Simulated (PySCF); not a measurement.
A small calculation by hand: dipole moment from atomic charges

H4O3SZr, SMILES [Zr]([OH])([OH])([SH])[OH], multiplicity 1. Atoms are numbered in the order given.

```xyz
9

Zr    -0.0113     0.3076     0.0000
O      0.9247     0.9213    -1.5670
H      1.3534     1.2624    -2.3532
O      0.9247     0.9213     1.5670
H      1.3534     1.2624     2.3532
O     -1.8660     0.8130     0.0000
H     -2.7387     1.2104     0.0000
S     -0.0433    -2.1886     0.0000
H      1.3109    -2.2673     0.0000
```

Geometry: B3LYP-D3(BJ)/def2-SVP. The multiplicity is an assumed one; no other spin state was optimised. The structure was generated by enumeration; whether it is a known compound was not checked. The def2 effective core potentials stand for the cores of Zr; spin–orbit coupling is left out. The values are those of a single conformer.

Charges (e) from PySCF with PBE0/def2-TZVP:

```tsv
atom	ESP fit	Mulliken
Zr1	1.280	1.643
O2	-0.810	-0.752
H3	0.463	0.332
O4	-0.810	-0.752
H5	0.463	0.332
O6	-0.686	-0.751
H7	0.420	0.334
S8	-0.500	-0.551
H9	0.179	0.165
```

The dipole moment of the full density is 3.49 D.

**Question.** What dipole moment does each set of point charges give, and which comes closer to that of the density?

**Answer.** 
μ = Σ q r, and 1 e Å = 4.8032 D.
ESP fit: Σ q r = (0.127, 0.709, 0.000) e Å, |μ| = 3.46 D.
Mulliken: Σ q r = (0.216, 0.584, 0.000) e Å, |μ| = 2.99 D.
ESP fit comes closer in size. Point charges leave out the atoms' own dipoles (lone pairs, polarised bonds); fits to the potential absorb them, partitions of the density don't.
